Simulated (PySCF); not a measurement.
## Static response to an electric field

C5H10NO (charge +1).
SMILES with atom numbers: `[CH3:1][C:2]#[N+:3][CH2:4][CH2:5][O:6][CH3:7]` (hydrogens: H8, H9, H10 on C1; H11, H12 on C4; H13, H14 on C5; H15, H16, H17 on C7)

Geometry (GFN2-xTB, Å), atoms numbered from 1 in this order:
```
atom  x, y, z in Å
C1     3.046    1.178    0.167
C2     1.950    0.501   -0.384
N3     1.077   -0.071   -0.865
C4    -0.080   -0.705   -1.281
C5    -1.301   -0.025   -0.639
O6    -1.109   -0.053    0.750
C7    -2.247    0.360    1.484
H8     3.243    2.099   -0.387
H9     2.828    1.428    1.209
H10    3.936    0.545    0.134
H11   -0.024   -1.747   -0.948
H12   -0.136   -0.665   -2.372
H13   -2.201   -0.583   -0.934
H14   -1.399    1.011   -1.000
H15   -1.963    0.315    2.532
H16   -2.532    1.383    1.221
H17   -3.094   -0.308    1.304
```

Level: CAM-B3LYP/def2-SVPD (PySCF), static field, nuclei fixed, core orbitals frozen in the response. The polarisability tensor in these axes (au):

```
x   83.07 10.29  3.36
y   10.29 59.01  6.01
z    3.36  6.01 62.56
```

Question: Give the principal values, the mean and the anisotropy Δα = √{½[(α1 − α2)² + (α2 − α3)² + (α1 − α3)²]}.

Answer: Principal values 52.94, 63.73 and 87.98 au; mean 68.21 au = 10.11 Å³ = 11.25 × 10⁻⁴⁰ C²·m²/J; Δα = 31.08 au (46 % of the mean).

Question: Give the principal axes and the span of the nuclei along them.

Answer: Largest value along (0.91, 0.37, 0.21), where the nuclei span 6.45 Å; middle along (-0.34, 0.36, 0.87), 5.23 Å; least along (-0.24, 0.86, -0.45), 2.72 Å. The response follows the extents in order.

Question: What depolarisation ratio follows for Rayleigh scattering of linearly polarised light, taking the static tensor?

Answer: ρ = 3Δα²/(45ᾱ² + 4Δα²) = 2897.8/(209394 + 3863.8) = 0.0136.

Question: Traceless (Buckingham) quadrupole moment about the centre of nuclear charge: eigenvalues?

Answer: -18.64, -7.28, 25.92 D·Å. The values depend on the origin, since the species is charged. The electronic extent ⟨r²⟩ about the same centre is 1054 bohr², a root-mean-square distance of 2.34 Å for the 54 electrons.

Question: In TDDFT the mean static polarisability is Σ f/ω² over all singlet excitations (ω in hartree). How much of it do the 8 lowest give? Their energies (eV) and oscillator strengths: 5.66, 0.0002; 5.82, 0.0005; 7.15, 0.0074; 7.32, 0.0207; 7.32, 0.0067; 7.45, 0.0077; 7.70, 0.0068; 7.75, 0.0072.

Answer: They add up to 0.78 au, 1.1 % of the 68.21 au; the largest single term is 0.29 au, from the state at 7.32 eV. Terms in order: 0.01, 0.01, 0.11, 0.29, 0.09, 0.10, 0.09, 0.09 au. Higher excitations give the rest. The strengths listed sum to 0.057.

Isolated species at its GFN2-xTB geometry (one conformer only). GFN2-xTB frequencies show an imaginary mode (31i cm⁻¹), so this geometry is no minimum at that level.
